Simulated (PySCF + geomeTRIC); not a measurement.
Computed with TPSS-D3(BJ)/def2-SVP (PySCF + geomeTRIC). fastk is a local helper that only speeds up exchange builds. No frequencies were computed at this level.

```python
import json, numpy as np
from pyscf import gto, dft
from fastk import lowrank_exchange
atoms = """
Mo    -0.081819    -0.031393     0.084658
O      0.611833    -0.438293     1.509326
O     -1.666345    -0.095509    -0.318888
C      0.920419    -1.225712    -1.373098
H      2.008139    -1.033947    -1.330776
H      0.577206    -0.996182    -2.395722
H      0.802605    -2.309282    -1.251041
C      0.552706     1.957653    -0.348227
H      1.009359     1.903505    -1.361408
H      1.318850     2.361796     0.326708
H     -0.236460     2.716562    -0.411320
"""
def scf(charge, spin, dm0=None):
    mol = gto.M(atom=atoms, basis='def2-svp', ecp={'Mo': 'def2-svp'}, charge=charge, spin=spin, verbose=3, max_memory=15120)
    mf = dft.KS(mol, xc='tpss').density_fit(auxbasis="def2-universal-jkfit")
    mf.disp = 'd3bj'
    mf.grids.level = 3
    mf.conv_tol = 1e-8
    mf.max_cycle = 120
    mf.level_shift = 0.25
    mf.kernel(dm0)
    if not mf.converged:
        mf = mf.newton().run(mf.mo_coeff, mf.mo_occ).undo_soscf()
    return mf
mf = scf(0, 0)
from pyscf.geomopt.geometric_solver import kernel as optimize
path = []
done, mol = optimize(mf, maxsteps=120, assert_convergence=False, callback=lambda env: path.append((env["energy"], bool(env["g_scanner"].converged))))
res = dict(converged=bool(done and path[-1][1]), energy=path[-1][0], path=[e for e, c in path], xyz=mol.atom_coords(unit="Angstrom").tolist(), nao=mol.nao)
json.dump(res, open("result.json", "w"))
```

Output:

```
converged SCF energy = -298.410220414009
Geometry optimization cycle 1
converged SCF energy = -298.410220428212
cycle 1: E = -298.410220428  dE = -298.41  norm(grad) = 0.21108
Geometry optimization cycle 2
converged SCF energy = -298.433982195737
cycle 2: E = -298.433982196  dE = -0.0237618  norm(grad) = 0.0769663
Geometry optimization cycle 3
converged SCF energy = -298.43844950478
cycle 3: E = -298.438449505  dE = -0.00446731  norm(grad) = 0.0237181
Geometry optimization cycle 4
converged SCF energy = -298.438949884998
cycle 4: E = -298.438949885  dE = -0.00050038  norm(grad) = 0.00672253
Geometry optimization cycle 5
converged SCF energy = -298.438998619069
cycle 5: E = -298.438998619  dE = -4.87341e-05  norm(grad) = 0.00167164
Geometry optimization cycle 6
converged SCF energy = -298.43902424376
cycle 6: E = -298.439024244  dE = -2.56247e-05  norm(grad) = 0.00148835
Geometry optimization cycle 7
converged SCF energy = -298.439039243944
cycle 7: E = -298.439039244  dE = -1.50002e-05  norm(grad) = 0.00174097
Geometry optimization cycle 8
converged SCF energy = -298.439049154378
cycle 8: E = -298.439049154  dE = -9.91043e-06  norm(grad) = 0.00102855
Geometry optimization cycle 9
converged SCF energy = -298.439062981598
cycle 9: E = -298.439062982  dE = -1.38272e-05  norm(grad) = 0.000656467
Geometry optimization cycle 10
converged SCF energy = -298.439090954638
cycle 10: E = -298.439090955  dE = -2.7973e-05  norm(grad) = 0.0024459
Geometry optimization cycle 11
converged SCF energy = -298.439167060279
cycle 11: E = -298.43916706  dE = -7.61056e-05  norm(grad) = 0.00566629
Geometry optimization cycle 12
converged SCF energy = -298.439292372357
cycle 12: E = -298.439292372  dE = -0.000125312  norm(grad) = 0.0100187
Geometry optimization cycle 13
converged SCF energy = -298.439410296995
cycle 13: E = -298.439410297  dE = -0.000117925  norm(grad) = 0.00824724
Geometry optimization cycle 14
converged SCF energy = -298.439627086608
cycle 14: E = -298.439627087  dE = -0.00021679  norm(grad) = 0.00157288
Geometry optimization cycle 15
converged SCF energy = -298.439636263007
cycle 15: E = -298.439636263  dE = -9.1764e-06  norm(grad) = 0.000852528
Geometry optimization cycle 16
converged SCF energy = -298.439643847491
cycle 16: E = -298.439643847  dE = -7.58448e-06  norm(grad) = 0.00050073
Geometry optimization cycle 17
converged SCF energy = -298.43964695676
cycle 17: E = -298.439646957  dE = -3.10927e-06  norm(grad) = 0.000315949
Geometry optimization cycle 18
converged SCF energy = -298.439652932576
cycle 18: E = -298.439652933  dE = -5.97582e-06  norm(grad) = 0.000649661
Geometry optimization cycle 19
converged SCF energy = -298.439657802177
cycle 19: E = -298.439657802  dE = -4.8696e-06  norm(grad) = 0.000844317
Geometry optimization cycle 20
converged SCF energy = -298.439664099389
cycle 20: E = -298.439664099  dE = -6.29721e-06  norm(grad) = 0.000754661
Geometry optimization cycle 21
converged SCF energy = -298.439671418571
cycle 21: E = -298.439671419  dE = -7.31918e-06  norm(grad) = 0.000558601
Geometry optimization cycle 22
converged SCF energy = -298.439679352543
cycle 22: E = -298.439679353  dE = -7.93397e-06  norm(grad) = 0.000496369
Geometry optimization cycle 23
converged SCF energy = -298.439683764163
cycle 23: E = -298.439683764  dE = -4.41162e-06  norm(grad) = 0.000445054
Geometry optimization cycle 24
converged SCF energy = -298.439685035314
cycle 24: E = -298.439685035  dE = -1.27115e-06  norm(grad) = 0.000276815
Geometry optimization cycle 25
converged SCF energy = -298.439685272626
cycle 25: E = -298.439685273  dE = -2.37311e-07  norm(grad) = 0.000141664
Geometry optimization cycle 26
converged SCF energy = -298.439685274836
cycle 26: E = -298.439685275  dE = -2.20967e-09  norm(grad) = 0.000163155
<class 'geometric.internal.Distance'> : 10
<class 'geometric.internal.Angle'> : 18
<class 'geometric.internal.Dihedral'> : 18
<class 'geometric.internal.TranslationX'> : 1
<class 'geometric.internal.TranslationY'> : 1
<class 'geometric.internal.TranslationZ'> : 1
<class 'geometric.internal.RotationA'> : 1
<class 'geometric.internal.RotationB'> : 1
<class 'geometric.internal.RotationC'> : 1
Step    0 : Gradient = 6.364e-02/1.556e-01 (rms/max) Energy = -298.4102204282
Step    1 : Displace = 7.420e-02/1.339e-01 (rms/max) Trust = 1.000e-01 (=) Grad = 2.321e-02/4.451e-02 (rms/max) E (change) = -298.4339821957 (-2.376e-02) Quality = 0.663
Step    2 : Displace = 2.646e-02/4.959e-02 (rms/max) Trust = 1.000e-01 (=) Grad = 7.151e-03/1.400e-02 (rms/max) E (change) = -298.4384495048 (-4.467e-03) Quality = 1.315
Step    3 : Displace = 2.901e-02/4.119e-02 (rms/max) Trust = 1.414e-01 (+) Grad = 2.027e-03/5.269e-03 (rms/max) E (change) = -298.4389498850 (-5.004e-04) Quality = 0.848
Step    4 : Displace = 6.281e-03/9.072e-03 (rms/max) Trust = 2.000e-01 (+) Grad = 5.040e-04/9.442e-04 (rms/max) E (change) = -298.4389986191 (-4.873e-05) Quality = 1.292
Step    5 : Displace = 1.126e-02/1.988e-02 (rms/max) Trust = 2.828e-01 (+) Grad = 4.488e-04/1.117e-03 (rms/max) E (change) = -298.4390242438 (-2.562e-05) Quality = 1.307
Step    6 : Displace = 1.313e-02/2.455e-02 (rms/max) Trust = 3.000e-01 (+) Grad = 5.249e-04/1.307e-03 (rms/max) E (change) = -298.4390392439 (-1.500e-05) Quality = 1.161
Step    7 : Displace = 1.060e-02/2.106e-02 (rms/max) Trust = 3.000e-01 (=) Grad = 3.101e-04/6.647e-04 (rms/max) E (change) = -298.4390491544 (-9.910e-06) Quality = 1.225
Step    8 : Displace = 1.468e-02/2.919e-02 (rms/max) Trust = 3.000e-01 (=) Grad = 1.979e-04/3.809e-04 (rms/max) E (change) = -298.4390629816 (-1.383e-05) Quality = 1.302
Step    9 : Displace = 2.907e-02/5.634e-02 (rms/max) Trust = 3.000e-01 (=) Grad = 7.375e-04/1.755e-03 (rms/max) E (change) = -298.4390909546 (-2.797e-05) Quality = 1.416
Step   10 : Displace = 7.475e-02/1.421e-01 (rms/max) Trust = 3.000e-01 (=) Grad = 1.708e-03/3.934e-03 (rms/max) E (change) = -298.4391670603 (-7.611e-05) Quality = 1.566
Step   11 : Displace = 1.671e-01/3.114e-01 (rms/max) Trust = 3.000e-01 (=) Grad = 3.021e-03/6.620e-03 (rms/max) E (change) = -298.4392923724 (-1.253e-04) Quality = 1.189
Step   12 : Displace = 2.126e-02/4.036e-02 (rms/max) Trust = 3.000e-01 (=) Grad = 2.487e-03/5.418e-03 (rms/max) E (change) = -298.4394102970 (-1.179e-04) Quality = 1.786
Step   13 : Displace = 9.833e-02/1.864e-01 (rms/max) Trust = 3.000e-01 (=) Grad = 4.742e-04/9.673e-04 (rms/max) E (change) = -298.4396270866 (-2.168e-04) Quality = 1.004
Step   14 : Displace = 2.594e-02/4.578e-02 (rms/max) Trust = 3.000e-01 (=) Grad = 2.570e-04/4.808e-04 (rms/max) E (change) = -298.4396362630 (-9.176e-06) Quality = 0.901
Step   15 : Displace = 1.578e-02/3.143e-02 (rms/max) Trust = 3.000e-01 (=) Grad = 1.510e-04/3.066e-04 (rms/max) E (change) = -298.4396438475 (-7.584e-06) Quality = 1.377
Step   16 : Displace = 5.585e-03/1.009e-02 (rms/max) Trust = 3.000e-01 (=) Grad = 9.526e-05/2.056e-04 (rms/max) E (change) = -298.4396469568 (-3.109e-06) Quality = 1.695
Step   17 : Displace = 1.006e-02/1.636e-02 (rms/max) Trust = 3.000e-01 (=) Grad = 1.959e-04/3.291e-04 (rms/max) E (change) = -298.4396529326 (-5.976e-06) Quality = 1.416
Step   18 : Displace = 9.394e-03/1.713e-02 (rms/max) Trust = 3.000e-01 (=) Grad = 2.546e-04/4.728e-04 (rms/max) E (change) = -298.4396578022 (-4.870e-06) Quality = 1.433
Step   19 : Displace = 1.482e-02/2.773e-02 (rms/max) Trust = 3.000e-01 (=) Grad = 2.275e-04/4.971e-04 (rms/max) E (change) = -298.4396640994 (-6.297e-06) Quality = 1.301
Step   20 : Displace = 1.747e-02/3.136e-02 (rms/max) Trust = 3.000e-01 (=) Grad = 1.684e-04/3.518e-04 (rms/max) E (change) = -298.4396714186 (-7.319e-06) Quality = 1.346
Step   21 : Displace = 1.752e-02/3.254e-02 (rms/max) Trust = 3.000e-01 (=) Grad = 1.497e-04/2.868e-04 (rms/max) E (change) = -298.4396793525 (-7.934e-06) Quality = 1.365
Step   22 : Displace = 9.214e-03/1.765e-02 (rms/max) Trust = 3.000e-01 (=) Grad = 1.342e-04/2.735e-04 (rms/max) E (change) = -298.4396837642 (-4.412e-06) Quality = 1.263
Step   23 : Displace = 2.975e-03/4.791e-03 (rms/max) Trust = 3.000e-01 (=) Grad = 8.346e-05/1.517e-04 (rms/max) E (change) = -298.4396850353 (-1.271e-06) Quality = 1.000
Step   24 : Displace = 1.619e-03/2.675e-03 (rms/max) Trust = 3.000e-01 (=) Grad = 4.271e-05/9.763e-05 (rms/max) E (change) = -298.4396852726 (-2.373e-07) Quality = 0.579
Step   25 : Displace = 7.618e-04/1.406e-03 (rms/max) Trust = 3.000e-01 (=) Grad = 4.919e-05/1.035e-04 (rms/max) E (change) = -298.4396852748 (-2.210e-09) Quality = 0.007
Converged! =D
```

Cost: around 17 core-minutes (rough).
